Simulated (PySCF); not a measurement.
Two-component Hartree-Fock for Ge²³⁺ (germanium, charge +23)

Start: [He] 2s2 2p5; 2p1/2 filled at m_j = +1/2; 2p3/2 filled at m_j = -3/2, -1/2, +1/2, +3/2. Calculated with PySCF 2.14 in an uncontracted even-tempered set (18 s from 6.6 bohr⁻², ratio 2.4; 12 p from 8.6 bohr⁻², ratio 2.4; 5 d from 36 bohr⁻², ratio 2.6; 5 f from 54 bohr⁻², ratio 2.6): generalised Hartree-Fock with the X2C-1e Hamiltonian and a Gaussian nucleus; one run each with spin-orbit coupling (SO) screened by Boettger's factors, then bare. This is a chosen level, not necessarily the ground level.

| spinor shell | electrons | ε, screened SO (eV) | ε, bare SO (eV) | weight of nominal j (bare SO) | rms radius, bare SO (bohr) |
| --- | --- | --- | --- | --- | --- |
| 1s1/2 | 2 | -12324.2 | -12324.3 | 1.000 | 0.0540 |
| 2s1/2 | 2 | -2482.2 | -2482.2 | 1.000 | 0.220 |
| 2p1/2 | 1 | -2349.8 | -2351.5 | 1.000 | 0.192 |
| 2p3/2 | 4 | -2308.0 | -2307.3 | 1.000 | 0.196 |

```
   quantity  screened SO      bare SO
E (hartree)  -1722.46083  -1722.41364
        M_J          1/2          1/2
       ⟨J²⟩        0.750        0.750
       ⟨L²⟩        2.001        2.001
       ⟨S²⟩        0.751        0.751
```

Each row is a mean over spinors that exchange with the open shell spreads, by up to 8.369 eV (2p3/2).
